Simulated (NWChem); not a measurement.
A series in which one site is exchanged, each optimised at PBE0/def2-SVP with NWChem, gas phase unless a solvent is named. All stand in one matching conformer (torsions within 35°), which need not be the lowest. This build's default masses of Se (78.918 u) and Br (79.917 u) are each other's, which moves their modes by up to 0.6 %. Some are not confirmed as minima by frequencies. def2 effective core potentials on Cd; no spin-orbit coupling.

A: [Zn]([SH])[GeH3] (ZnGeH4S; site = Zn)
B: S[Se][GeH3] (GeH4SeS; site = Se)
C: [Be]([GeH3])[SH] (BeGeH4S; site = Be)
D: [SH][Cd][GeH3] (CdGeH$_{4}$S; site = Cd)

```
quantity                                                 A     B  C     D
----------------------------------------------------  ----  ----  -  ----
dipole (D), PBE0/def2-SVP                             1.30  1.51  ?  1.48
vertical ionisation energy, ΔSCF, PBE0/def2-SVP (eV)  9.36  9.08  ?  9.09
static polarisability, PBE0/def2-SVPD (bohr³)         87.0  84.5  ?  96.3
lowest singlet excitation, PBE0/def2-SVPD, TDA (eV)   4.91  3.91  ?  4.71
```

Fill in the missing entries.


- dipole (D), PBE0/def2-SVP, C: 1.01
- vertical ionisation energy, ΔSCF, PBE0/def2-SVP (eV), C: 9.99
- static polarisability, PBE0/def2-SVPD (bohr³), C: 74.9
- lowest singlet excitation, PBE0/def2-SVPD, TDA (eV), C: 4.97
